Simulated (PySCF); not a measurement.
Partial charges of `FC(F)(F)c1occ([SiH3])p1`

Compound: C4H4F3OPSi.
Cartesian coordinates in Å at the GFN2-xTB level; atoms count from 1:
```xyz
14
C4H4F3OPSi angstrom
F     -3.2084    1.3695    0.5922
C     -2.8447    0.1283    0.2400
F     -3.4842   -0.1511   -0.9100
F     -3.3605   -0.7035    1.1617
C     -1.3672    0.0358    0.1226
O     -0.8542   -1.1648   -0.2123
C      0.4712   -1.0894   -0.2924
C      1.0393    0.1187   -0.0368
Si     2.8894    0.4791   -0.1065
P     -0.2334    1.3021    0.3500
H      0.9650   -2.0089   -0.5540
H      3.1686    1.2103   -1.3431
H      3.2357    1.2829    1.0643
H      3.5828   -0.8094   -0.0977
```

Density: PBE0/pcSseg-1 (PySCF); schemes: Mulliken, IAO, Hirshfeld and ESP-fitted. Isolated species at its GFN2-xTB geometry, gas phase.

**Question.** Tabulate the Mulliken, IAO, Hirshfeld and ESP-fitted charges.

**Answer.** In e:

| atom | environment | Mulliken | IAO | Hirshfeld | ESP-fitted |
| --- | --- | --- | --- | --- | --- |
| F1 | fluorine of a CF3 group | -0.265 | -0.274 | -0.085 | -0.155 |
| C2 | CF3 carbon | +0.914 | +0.803 | +0.243 | +0.461 |
| F3 | fluorine of a CF3 group | -0.266 | -0.277 | -0.102 | -0.169 |
| F4 | fluorine of a CF3 group | -0.265 | -0.277 | -0.101 | -0.169 |
| C5 | substituted aromatic carbon | -0.297 | -0.135 | -0.039 | +0.056 |
| O6 | furan-type oxygen | -0.325 | -0.191 | -0.040 | -0.107 |
| C7 | aromatic CH next to a ring oxygen | +0.276 | +0.059 | +0.035 | -0.074 |
| C8 | substituted aromatic carbon | -0.769 | -0.539 | -0.179 | -0.106 |
| Si9 | SiH3 silicon | +0.606 | +0.621 | +0.315 | +0.348 |
| P10 | phosphorus bonded to 2 C | +0.512 | +0.366 | +0.094 | -0.051 |
| H11 | aromatic hydrogen | +0.119 | +0.179 | +0.071 | +0.188 |
| H12 | Si–H hydrogen | -0.069 | -0.113 | -0.071 | -0.070 |
| H13 | Si–H hydrogen | -0.076 | -0.109 | -0.069 | -0.058 |
| H14 | Si–H hydrogen | -0.095 | -0.113 | -0.070 | -0.092 |

Mean size of the charges over all atoms: Mulliken 0.347 e, IAO 0.290 e, ESP-fitted 0.150 e, Hirshfeld 0.108 e. Each set sums to the total charge, 0, to within 0.001 e. The ESP scheme is a least-squares fit of atom-centred charges to the potential on four shells outside the van der Waals surface, with the total charge fixed. The Mulliken scheme gives each basis function's population to the atom it is centred on and halves the overlap population of two atoms between them.

Lowest charge. The schemes don't all agree: Mulliken C8 (-0.769); IAO C8 (-0.539); Hirshfeld C8 (-0.179); ESP-fitted F3 and F4 (-0.169).

Highest charge. The schemes don't all agree: Mulliken C2 (+0.914); IAO C2 (+0.803); Hirshfeld Si9 (+0.315); ESP-fitted C2 (+0.461).

**Question.** Sum the charges by element, for elements with more than one atom.

**Answer.** 
```csv
element,atoms,Mulliken,IAO,Hirshfeld,ESP-fitted
F,3,-0.796,-0.828,-0.288,-0.493
C,4,+0.123,+0.188,+0.060,+0.336
H,4,-0.120,-0.156,-0.139,-0.032
```

**Question.** How many electrons does the Hirshfeld scheme count on C8?

**Answer.** Z − q = 6 − (-0.179) = 6.179.

**Question.** How closely do the schemes follow one another over all atoms?

**Answer.** Correlation coefficient and root-mean-square difference: Mulliken with IAO 0.97, 0.115 e; IAO with Hirshfeld 0.97, 0.233 e; Mulliken with Hirshfeld 0.91, 0.311 e; Hirshfeld with ESP-fitted 0.88, 0.096 e; IAO with ESP-fitted 0.87, 0.217 e; Mulliken with ESP-fitted 0.75, 0.312 e.
